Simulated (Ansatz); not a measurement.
Pulling on the Se3–H4 bond in CdFHSe (SMILES [F][Cd][SeH]) (multiplicity 1 held, fragments rigid). Energies count from the point at 1.473 Å.
Geometry at that point (charge 0, multiplicity 1):
```xyz
4

Cd     0.4182    -0.5398     0.2903
F      1.5232    -1.9575     1.0651
Se    -0.9710     1.2188    -0.7056
H     -0.7684     2.0868     0.4677
```

Signs of static correlation in def2-TZVPP, with CASSCF(4,3), from Ansatz (an electronic-structure program) runs.

| R (Å) | T1 of restricted CCSD | ⟨S²⟩ of UHF | largest double amplitude of restricted CCSD | weight of the CASSCF reference in MRCISD | CASSCF natural occupations |
|---|---|---|---|---|---|
| 1.179 | 0.016 | 0.000 | 0.040 | 0.880 | 2.00 1.99 0.01 |
| 1.326 | 0.017 | 0.000 | 0.040 | 0.880 | 2.00 1.98 0.02 |
| 1.473 | 0.017 | 0.000 | 0.043 | 0.880 | 2.00 1.97 0.03 |
| 1.621 | 0.017 | 0.000 | 0.065 | 0.880 | 2.00 1.96 0.04 |
| 1.768 | 0.017 | 0.000 | 0.066 | 0.880 | 2.00 1.94 0.07 |
| 1.989 | 0.018 | 0.236 | 0.108 | 0.880 | 2.00 1.89 0.11 |
| 2.210 | 0.020 | ? | 0.121 | 0.880 | 2.00 1.82 0.19 |
| 2.578 | 0.024 | 0.870 | ? | 0.881 | 2.00 1.64 0.36 |
| 2.947 | 0.029 | 0.960 | 0.483 | 0.881 | 2.00 1.45 0.55 |
| 3.389 | 0.034 | 0.996 | 0.631 | 0.881 | 2.00 1.26 0.74 |
| 3.978 | 0.038 | 1.008 | 0.764 | 0.881 | 2.00 1.11 0.89 |
| 4.715 | 0.037 | 1.011 | 0.844 | 0.881 | 2.00 1.04 0.96 |

Fill in the missing entries.


- 2.210, ⟨S²⟩ of UHF: 0.609
- 2.578, largest double amplitude of restricted CCSD: 0.344

Doubts at one or more of the structures used: active orbitals that take no part (SC-NEVPT2 on CASSCF(4,3)/def2-TZVPP); a restricted determinant that unrestricted orbitals would lower (R-CCSD(T)/def2-TZVPP); other coupled-cluster roots lie near (R-CCSD(T)/def2-TZVPP); a spin-contaminated determinant (U-CCSD(T)/def2-TZVPP); T1 above 0.05 (U-CCSD(T)/def2-TZVPP).
